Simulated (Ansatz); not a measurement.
Calculated with Ansatz (gas phase, PBE0-D4/def2-TZVP geometries, no zero-point term in ΔE). CBS: MP2 limit from def2 TZ/QZ plus the TZ coupled-cluster correction, frozen cores. This one scheme is used for every species. DFT in def2-TZVPP. One conformer a species, not always the lowest.

`FB[SiH3]` + `C=C=C[SiH3]` → `C=C=C([SiH3])BF` + SiH₄  (formal exchange of groups at a B–Si bond)

```
             level  ΔE (kJ/mol)
            B2PLYP        -75.5
               PBE        -64.7
SCS-MP2/def2-TZVPP        -80.3
     MP2/CBS(def2)        -83.0
```

Question: What does CCSD(T)/CBS give? (An estimate is asked.)

Answer: Computed: -73.4 kJ/mol. The listed levels differ from it by -2.1, 8.7, -6.9, -9.6 kJ/mol.

Largest T1 diagnostic among the species: 0.014.

From PBE to PBE0 (25 % exact exchange), in def2-TZVPP and without D4, ΔE moves by −3.4 kJ/mol. The D4 term adds −4.9 kJ/mol with B3LYP and −2.8 kJ/mol with PBE0; it sums over pairs of atoms, weighted by their polarisabilities, and B3LYP, whose exchange is more repulsive, gets the larger term.

B3LYP here is the variant with VWN-RPA as its local correlation; programs differ in this.
